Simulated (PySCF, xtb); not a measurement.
Al(F)(Me)(NHMe) (C2H7AlFN), SMILES C[NH][Al]([CH3])[F]. Other conformers were not sampled.

Harmonic wavenumbers (cm⁻¹) from GFN2-xTB run with xtb at its own minimum, in rising order: 63, 82, 106, 146, 164, 231, 247, 491, 530, 603, 614, 743, 799, 1019, 1108, 1124, 1283, 1316, 1416, 1440, 1453, 1490, 1501, 2914, 2939, 2958, 2963, 2974, 3014, 3344.

**Question.** What does B3LYP-D3(BJ)/def2-SVP in PySCF 2.14.0 give at its own minimum? (An estimate is asked for; the answer gives what the named calculation found.)

**Answer.** 62, 120, 126, 160, 201, 229, 311, 553, 568, 662, 685, 777, 877, 1077, 1139, 1154, 1223, 1387, 1430, 1430, 1455, 1466, 1498, 2978, 3024, 3027, 3089, 3106, 3120, 3566. Paired by order, the mean absolute difference is 54 cm⁻¹ and the zero-point energies are 55.9 and 57.9 kcal/mol.
